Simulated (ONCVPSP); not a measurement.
What one change does to a pseudopotential (tellurium, ONCV)

ONCVPSP 4.0.1 input, shortened (lines: element, Z, core and valence counts, functional; n l f; lmax; l rc ep ncon nbas qcut; lloc lpopt rc5 dvloc0; l nproj debl; icmod fcfact rcfact), LDA (Perdew-Wang 92), non-relativistic:

```
  Te 52.00    6    5  -001012      upf
    1    0    2.00
    2    0    2.00
    2    1    6.00
    3    0    2.00
    3    1    6.00
    3    2   10.00
    4    0    2.00
    4    1    6.00
    4    2   10.00
    5    0    2.00
    5    1    4.00
    2
    0    1.50    0.00    3    7    6.20
    1    1.50    0.00    4    8    8.80
    2    1.05    0.00    4    8    8.80
    4    5    1.00    0.00
    0    2    0.90
    1    2    0.70
    2    2    1.90
    1    0.45    0.00
```

Change: s: nproj 4.

Cutoffs: the cutoffs (Ha) at which the residual kinetic energy of the hardest occupied pseudo-wave falls to 1 and 0.1 mHa per electron; they do not see the model core or the augmentation charge, which bear on the density cutoff. Errors are all-electron minus pseudo energies relative to the spin-unpolarised reference configuration.

Question: What does the change do?

Answer: The potential gets neither clearly harder nor softer (118 Ha and 207 Ha → 118 Ha and 207 Ha); a bound ghost appears in s, which as a rule spoils a file; of the 4 tests that both files solve, the error grows in 2 and shrinks in 1 by more than 15 % and 0.3 meV (median size 0.5 → 2.2 meV).

| quantity | base | changed |
| --- | --- | --- |
| cutoff, loose | 118 Ha | 118 Ha |
| cutoff, tight | 207 Ha | 207 Ha |
| bound ghosts | none | s |
| GHOST(+) flags under 300 eV | none | none |
| error for 4s2 4p6 4d10 5s2 5p3, meV [ΔE 9.94 eV] | 0.0 | -0.3 |
| error for 4s2 4p6 4d10 5s2 5p2, meV [ΔE 28.08 eV] | +0.3 | -1.3 |
| error for 4s2 4p6 4d10 5s2 5p1, meV [ΔE 55.20 eV] | +0.8 | -3.2 |
| error for 4s2 4p6 4d9 5s2 5p5, meV [ΔE 40.28 eV] | +25 | +9.9 |
| s: phases at 1.52 bohr within 0.05 rad from the reference energy up to (Ha; the scan ends near 5) | 4.0 | to the end of the scan |
| p: phases at 1.52 bohr within 0.05 rad from the reference energy up to (Ha; the scan ends near 5) | to the end of the scan | to the end of the scan |
| d: phases at 1.07 bohr within 0.05 rad from the reference energy up to (Ha; the scan ends near 5) | to the end of the scan | to the end of the scan |
| rms error of d²Exc/dni dnj with the model core, mHa | 1.47 | 1.46 |

 A true bound ghost makes a file unfit for plane-wave use even where its test errors are small: the radial tests pick states by their node count and pass the ghost by.
